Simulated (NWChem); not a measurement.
Species: CrO2Cl cation; SMILES [O]=[Cr+](=[O])[Cl]

```xyz
4

Cr     0.3142    -0.4205     0.0000
O     -0.3380    -1.0553     1.2445
O     -0.3380    -1.0553    -1.2445
Cl    -0.0874     1.6211     0.0000
```
Atoms are numbered in this order, from 1.

Level: PBE-D3(BJ)/def2-SVP (NWChem), optimised geometry, unscaled harmonic frequencies. The spin multiplicity was typed, not searched, and may not be the lowest.

Question: List the harmonic frequencies with IR intensities, and the thermochemistry.

Answer: 
```
frequency (cm⁻¹)  IR intensity (km/mol)
----------------  ---------------------
246                                 0.1
249                                12.1
415                                12.1
503                                18.4
1104                               43.7
1104                               73.9
```

The zero-point energy is 5.2 kcal/mol. The thermal correction to the enthalpy at 298.15 K (with zero-point energy) is 8.5 kcal/mol, the heat capacity Cv comes out as 12.7 cal/(mol K) and the entropy at 298.15 K and 1 atm (symmetry number 1) is 71.2 cal/(mol K).

Rigid rotor and harmonic oscillator.
